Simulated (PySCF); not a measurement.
PySCF input file for Si(CF3)(Cl)(H)2 (CH2ClF3Si), SMILES FC(F)(F)[SiH2]Cl, TDA-PBE/def2-SVPD. Geometry: PBE0-D3(BJ)/def2-SVP.

```python
import numpy as np
from pyscf import gto, scf, dft, tdscf

mol = gto.M(
    atom='''
    Si    0.91917410    0.58783755    0.00000000
    Cl   -0.39661346    2.16546163   -0.00000000
    C    -0.09685143   -1.05337906    0.00000000
    F    -0.87710397   -1.17047221   -1.07909108
    F    -0.87710397   -1.17047221    1.07909108
    F     0.75091978   -2.09614450   -0.00000000
    H     1.74234673    0.60575060   -1.23476931
    H     1.74234673    0.60575059    1.23476931
    ''',
    basis='def2-SVPD',
    charge=0,
    spin=0,
    symmetry=True,
    max_memory=1600,
    verbose=4,
)
mf = dft.RKS(mol, xc='pbe').density_fit(auxbasis='def2-universal-jkfit')
mf.grids.level = 3
mf.conv_tol = 1e-9
mf.max_cycle = 100
mf.kernel()
mf.grids = dft.Grids(mol).set(level=1).build(with_non0tab=True)  # coarser grid for the response kernel
td = tdscf.TDA(mf)
td.singlet = True
td.nstates = 10
td.conv_tol = 1e-4
td.positive_eig_threshold = 1e-6
td.kernel(x0=td.get_init_guess(mf, 15))
td.analyze()
tt = tdscf.TDA(mf)
tt.singlet = False
tt.nstates = 4
tt.conv_tol = 1e-4
tt.positive_eig_threshold = 1e-6
tt.kernel(x0=tt.get_init_guess(mf, 9))
tt.analyze(verbose=3)
```

Output:

```
PySCF version 2.14.0

[INPUT] verbose = 4
[INPUT] num. atoms = 8
[INPUT] num. electrons = 66
[INPUT] charge = 0
[INPUT] spin (= nelec alpha-beta = 2S) = 0
[INPUT] symmetry True subgroup None
[INPUT] Mole.unit = angstrom
[INPUT] Symbol           X                Y                Z      unit          X                Y                Z       unit  Magmom
[INPUT]  1 Si     0.919174100000   0.587837550000   0.000000000000 AA    1.736987309794   1.110851975235   0.000000000000 Bohr   0.0
[INPUT]  2 Cl    -0.396613460000   2.165461630000   0.000000000000 AA   -0.749490816716   4.092129413954   0.000000000000 Bohr   0.0
[INPUT]  3 C     -0.096851430000  -1.053379060000   0.000000000000 AA   -0.183022677472  -1.990597928752   0.000000000000 Bohr   0.0
[INPUT]  4 F     -0.877103970000  -1.170472210000  -1.079091080000 AA   -1.657486286069  -2.211871913314  -2.039186604661 Bohr   0.0
[INPUT]  5 F     -0.877103970000  -1.170472210000   1.079091080000 AA   -1.657486286069  -2.211871913314   2.039186604661 Bohr   0.0
[INPUT]  6 F      0.750919780000  -2.096144500000   0.000000000000 AA    1.419032725719  -3.961139022513   0.000000000000 Bohr   0.0
[INPUT]  7 H      1.742346730000   0.605750600000  -1.234769310000 AA    3.292558133732   1.144702733791  -2.333375822918 Bohr   0.0
[INPUT]  8 H      1.742346730000   0.605750590000   1.234769310000 AA    3.292558133732   1.144702714894   2.333375822918 Bohr   0.0

nuclear repulsion = 389.345733901192
point group symmetry = Cs
symmetry origin: [ 5.72644316e-10 -1.14528875e-09  0.00000000e+00]
symmetry axis x: [ 1.00000000e+00 -4.73957630e-10 -1.83029536e-18]
symmetry axis y: [-4.73957630e-10 -1.00000000e+00  9.34430523e-11]
symmetry axis z: [-1.40618383e-17  9.34430523e-11  1.00000000e+00]
num. orbitals of irrep A' = 97
num. orbitals of irrep A" = 59
number of shells = 64
number of NR pGTOs = 236
number of NR cGTOs = 156
basis = def2-SVPD
ecp = {}


[settings echo left out]
init E= -1088.04926975767
HOMO (A') = -0.310299708122818  LUMO (A') = -0.0605776942873471  gap/eV = 6.79528
cycle= 1 E= -1087.35274085311  delta_E= 0.697  |g|= 0.748  |ddm|= 3.32
HOMO (A") = -0.277007351815107  LUMO (A') = -0.0680996331461796  gap/eV = 5.68467
cycle= 2 E= -1087.06164590909  delta_E= 0.291  |g|= 1.52  |ddm|= 1.64
HOMO (A') = -0.288346896521054  LUMO (A') = -0.0515722287353069  gap/eV = 6.44297
cycle= 3 E= -1087.45047018759  delta_E= -0.389  |g|= 0.0474  |ddm|= 1.09
HOMO (A') = -0.295066834931033  LUMO (A') = -0.0562274439529151  gap/eV = 6.49915
cycle= 4 E= -1087.45093590176  delta_E= -0.000466  |g|= 0.0193  |ddm|= 0.0841
HOMO (A') = -0.293235828595488  LUMO (A') = -0.055094676587025  gap/eV = 6.48015
cycle= 5 E= -1087.45100947759  delta_E= -7.36e-05  |g|= 0.0081  |ddm|= 0.0298
HOMO (A') = -0.293431171556784  LUMO (A') = -0.055132357754526  gap/eV = 6.48444
cycle= 6 E= -1087.45102105064  delta_E= -1.16e-05  |g|= 0.00258  |ddm|= 0.00796
HOMO (A') = -0.293515198516888  LUMO (A') = -0.0551596274965562  gap/eV = 6.48599
cycle= 7 E= -1087.45102221118  delta_E= -1.16e-06  |g|= 0.00049  |ddm|= 0.00267
HOMO (A') = -0.293471347748348  LUMO (A') = -0.0551467765836375  gap/eV = 6.48514
cycle= 8 E= -1087.4510222712  delta_E= -6e-08  |g|= 0.000142  |ddm|= 0.000771
HOMO (A') = -0.293471037079168  LUMO (A') = -0.055140067827435  gap/eV = 6.48532
cycle= 9 E= -1087.45102227684  delta_E= -5.65e-09  |g|= 3.94e-05  |ddm|= 0.000232
HOMO (A') = -0.293473475901177  LUMO (A') = -0.0551427042084871  gap/eV = 6.48531
cycle= 10 E= -1087.4510222773  delta_E= -4.56e-10  |g|= 4.51e-06  |ddm|= 6e-05
HOMO (A') = -0.29347319658443  LUMO (A') = -0.0551426442993943  gap/eV = 6.48530
Extra cycle  E= -1087.45102227729  delta_E= 4.55e-12  |g|= 4.93e-06  |ddm|= 1.18e-05
converged SCF energy = -1087.45102227729
tot grids = 38752
Overwritten attributes  positive_eig_threshold  of <class 'pyscf.tdscf.rks.TDA'>


******** <class 'pyscf.tdscf.rks.TDA'> for <class 'pyscf.df.df_jk.DFSymAdaptedRKS'> ********
nstates = 10 singlet
deg_eia_thresh = 1.000e-03
wfnsym = None
conv_tol = 0.0001
eigh lindep = 1e-12
eigh level_shift = 0
eigh max_cycle = 100


Excitation energies (eV)
[6.65314057 6.84513843 7.57624135 7.68510719 7.80409519 8.00263669
 8.03244156 8.04495021 8.20512601 8.49667623]

** Singlet excitation energies and oscillator strengths **
Excited State   1:   A'      6.65314 eV    186.35 nm  f=0.0042
      33 -> 34        0.70315
Excited State   2:   A"      6.84514 eV    181.13 nm  f=0.0093
      32 -> 34        0.70325
Excited State   3:   A'      7.57624 eV    163.65 nm  f=0.0109
      33 -> 35        0.63459
      33 -> 36       -0.28440
Excited State   4:   A"      7.68511 eV    161.33 nm  f=0.0012
      32 -> 35       -0.67662
      33 -> 37        0.18761
Excited State   5:   A'      7.80410 eV    158.87 nm  f=0.0096
      31 -> 34        0.67690
      32 -> 37       -0.10125
Excited State   6:   A"      8.00264 eV    154.93 nm  f=0.0002
      32 -> 36       -0.53276
      33 -> 37       -0.43897
Excited State   7:   A'      8.03244 eV    154.35 nm  f=0.0482
      28 -> 34       -0.11198
      31 -> 34        0.10685
      32 -> 37       -0.15727
      33 -> 35       -0.24815
      33 -> 36       -0.59688
Excited State   8:   A"      8.04495 eV    154.11 nm  f=0.0167
      32 -> 35       -0.15123
      32 -> 36        0.45853
      33 -> 37       -0.48803
Excited State   9:   A'      8.20513 eV    151.11 nm  f=0.0332
      31 -> 35       -0.13479
      32 -> 37        0.64612
      33 -> 36       -0.13793
      33 -> 38       -0.10445
Excited State  10:   A"      8.49668 eV    145.92 nm  f=0.0027
      30 -> 34       -0.69673

** Transition electric dipole moments (AU) **
state          X           Y           Z        Dip. S.      Osc.
  1         0.1150      0.1111      0.0000      0.0256      0.0042
  2         0.0000      0.0000      0.2352      0.0553      0.0093
  3         0.0958     -0.2224     -0.0000      0.0586      0.0109
  4        -0.0000     -0.0000     -0.0792      0.0063      0.0012
  5         0.2220     -0.0289     -0.0000      0.0501      0.0096
  6         0.0000      0.0000     -0.0285      0.0008      0.0002
  7         0.2699      0.4145      0.0000      0.2447      0.0482
  8         0.0000      0.0000     -0.2910      0.0847      0.0167
  9         0.4066      0.0061     -0.0000      0.1654      0.0332
 10         0.0000      0.0000     -0.1138      0.0129      0.0027

** Transition velocity dipole moments (imaginary part, AU) **
state          X           Y           Z        Dip. S.      Osc.
  1         0.0645      0.0271     -0.0000      0.0049      0.0134
  2        -0.0000     -0.0000      0.0686      0.0047      0.0125
  3         0.0159     -0.0257     -0.0000      0.0009      0.0022
  4         0.0000      0.0000     -0.0218      0.0005      0.0011
  5         0.0167      0.0157     -0.0000      0.0005      0.0012
  6         0.0000     -0.0000      0.0364      0.0013      0.0030
  7         0.0881      0.0995      0.0000      0.0177      0.0399
  8         0.0000      0.0000     -0.0521      0.0027      0.0061
  9         0.0952      0.0231     -0.0000      0.0096      0.0212
 10        -0.0000     -0.0000     -0.0236      0.0006      0.0012

** Transition magnetic dipole moments (imaginary part, AU) **
state          X           Y           Z
  1         0.0000     -0.0000      0.6305
  2        -0.9338     -0.4373     -0.0000
  3         0.0000     -0.0000     -0.0905
  4         0.0678     -1.0119      0.0000
  5         0.0000      0.0000      0.3923
  6         0.0335     -0.0231      0.0000
  7        -0.0000      0.0000     -0.4184
  8        -0.4646     -0.2426     -0.0000
  9         0.0000      0.0000     -0.5380
 10        -0.5692     -0.3024     -0.0000


******** <class 'pyscf.tdscf.rks.TDA'> for <class 'pyscf.df.df_jk.DFSymAdaptedRKS'> ********
nstates = 4 triplet
deg_eia_thresh = 1.000e-03
wfnsym = None
conv_tol = 0.0001
eigh lindep = 1e-12
eigh level_shift = 0
eigh max_cycle = 100


Excitation energies (eV)
[6.28170298 6.47093971 7.16754426 7.32581536]

** Triplet excitation energies and oscillator strengths **
Excited State   1:   A'      6.28170 eV    197.37 nm  f=0.0000
Excited State   2:   A"      6.47094 eV    191.60 nm  f=0.0000
Excited State   3:   A'      7.16754 eV    172.98 nm  f=0.0000
Excited State   4:   A'      7.32582 eV    169.24 nm  f=0.0000
```

Self-consistency was reached.

Cost: about 50 core-seconds (a rough figure).
